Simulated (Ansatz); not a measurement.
Input file for Ansatz (a quantum-chemistry and plane-wave program): R-CCSD(T)/cc-pV(D+d)Z on FH2NSi (SMILES N[Si]F), a point of a torsion scan. Files ending in .json are basis or fitting sets from the Basis Set Exchange.

Ansatz 0.2 input:
```yaml
crystal:
  periodic: [false, false, false]
  atoms:
    - {symbol: N, position_ang: [-0.55995185, -0.01837166, -0.07200982]}
    - {symbol: Si, position_ang: [1.00131093, -0.47514234, 0.48344247]}
    - {symbol: F, position_ang: [0.54608669, -1.76449595, 1.41298020]}
    - {symbol: H, position_ang: [-0.93346609, 0.89731456, 0.11619686]}
    - {symbol: H, position_ang: [-1.30909746, -0.70048809, -0.00104514]}
basis:
  gaussian:
    orbitals: cc-pV_D+d_Z.json
magnetization: {spin_polarized: false}
correlation: {method: ccsd_t, electrons: outside_noble_gas}
scf: {lower_state_search: off}
```

The head of its log:

```
WARN ansatz: RAYON_NUM_THREADS=1 ignored (pool sized by the plan → 1); use --threads N
Functional definition: HF
these checks for a lower state are left out or cut short: stability, starts, cluster_reference, orbital_swaps, neighbouring_geometries, increment
integrals: 0.03 GiB planned
608 factors; integrals over basis functions are off by at most 1.4e-3 eV
mean field: 0.10 GiB planned
mean field evaluation 1: about -12080.2949 eV, gradient 3.7e1 eV
mean field evaluation 2: about -12080.2967 eV, gradient 3.7e1 eV
mean field evaluation 4: about -12083.0455 eV, gradient 2.1e0 eV
mean field evaluation 8: about -12083.0702 eV, gradient 2.3e-1 eV
mean field -12083.07044678 eV, -444.0446487198 hartree, gradient 1.1e-6 eV, S^2 0.000000; 0 other end points of the search recorded, 0 dependent functions left out
7 core orbitals not correlated
reference -12083.07044678 eV, -444.0446487198 hartree; 9, 9 occupied and 45, 45 virtual orbitals, 608 factors
```

Question: Give the final energy of this run.

Answer: -444.5193 hartree (reference determinant -444.0446, T1 diagnostic 0.016).
